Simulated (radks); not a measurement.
Values are calculated unless marked as measured or tabulated.
Problem. Radial electron density D(r) = 4 pi r^2 rho(r) of an atom or ion with 63 electrons. Level of theory: Dirac Kohn-Sham, PBE, spin-unpolarised, spherical densities, point nucleus (a radial shooting solver on a logarithmic mesh with Libxc functionals).

| r (bohr) | D(r) (e/bohr) |
|---|---|
| 0.00117 | 5.769 |
| 0.001351 | 7.259 |
| 0.001548 | 8.989 |
| 0.001788 | 11.23 |
| 0.002048 | 13.78 |
| 0.002366 | 17.04 |
| 0.00271 | 20.70 |
| 0.00313 | 25.25 |
| 0.003586 | 30.23 |
| 0.004141 | 36.24 |
| 0.004745 | 42.57 |
| 0.00548 | 49.87 |
| 0.006278 | 57.14 |
| 0.00725 | 64.95 |
| 0.008306 | 72.07 |
| 0.009593 | 78.84 |
| 0.01099 | 84.02 |
| 0.01269 | 87.70 |
| 0.01454 | 89.16 |
| 0.01666 | 88.58 |
| 0.01924 | 86.11 |
| 0.02204 | 82.83 |
| 0.02546 | 79.72 |
| 0.02917 | 78.59 |
| 0.03368 | 80.71 |
| 0.03859 | 86.41 |
| 0.04457 | 95.60 |
| 0.05106 | 105.2 |
| 0.05897 | 112.9 |
| 0.06756 | 115.1 |
| 0.07802 | 110.7 |
| 0.08939 | 101.7 |
| 0.1032 | 91.75 |
| 0.1183 | 86.99 |
| 0.1366 | 89.53 |
| 0.1565 | 96.71 |
| 0.1807 | 102.2 |
| 0.2071 | 98.55 |
| 0.2391 | 83.61 |
| 0.274 | 64.48 |
| 0.3139 | 49.27 |
| 0.3625 | 43.73 |
| 0.4153 | 47.01 |
| 0.4796 | 51.84 |
| 0.5495 | 51.13 |
| 0.6346 | 43.42 |
| 0.7271 | 33.00 |
| 0.8397 | 23.22 |
| 0.962 | 17.17 |
| 1.111 | 13.60 |
| 1.273 | 11.35 |
| 1.47 | 8.982 |
| 1.684 | 6.546 |
| 1.945 | 4.109 |
| 2.228 | 2.312 |
| 2.574 | 1.083 |
| 2.948 | 0.4589 |
| 3.405 | 0.1583 |
| 3.901 | 0.04992 |
| 4.505 | 0.01265 |
| 5.162 | 0.003042 |

What is the nuclear charge?

Solution. Z = 65. The innermost maximum, from 1s, lies near gamma/Z bohr with gamma = sqrt(1 - (Z/c)^2) = 0.880, here 0.0135 bohr (found: 0.0149), and its height grows with Z. The density is that of the terbium ion Tb2+ in [Xe] 4f9; the configuration itself is not fixed sharply by these data, and Z only to a few units. D(r) has 4 maxima, at r = 0.0149, 0.0665, 0.185, 0.507 bohr, and minima at 0.0289, 0.121, 0.363 bohr, inside which lie 2.02, 11.17, 29.43 electrons.
